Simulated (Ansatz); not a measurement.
Computed with Ansatz.

A structure relaxed at PBE0-D4/def2-TZVP, charge 0, multiplicity 1:

```xyz
8

O     1.081    0.632    1.524
Al    0.377    0.602   -0.006
F     0.397    1.931   -0.979
C    -0.425   -1.034   -0.647
Cl   -2.025   -0.381   -0.008
H     1.402    1.423    1.951
H    -0.565   -1.204   -1.711
H    -0.243   -1.969   -0.124
```

(1) Give its formula and SMILES.

(2) Summarise the bond lengths by kind.

## Answers

(1) CH3AlClFO, `[OH][Al]([F])[CH2]Cl`.

(2) 1 × Al–O 1.684 Å; 1 × H–O 0.955 Å; 1 × Al–F 1.648 Å; 1 × Al–C 1.931 Å; 1 × C–Cl 1.843 Å; 2 × C–H 1.087 Å.
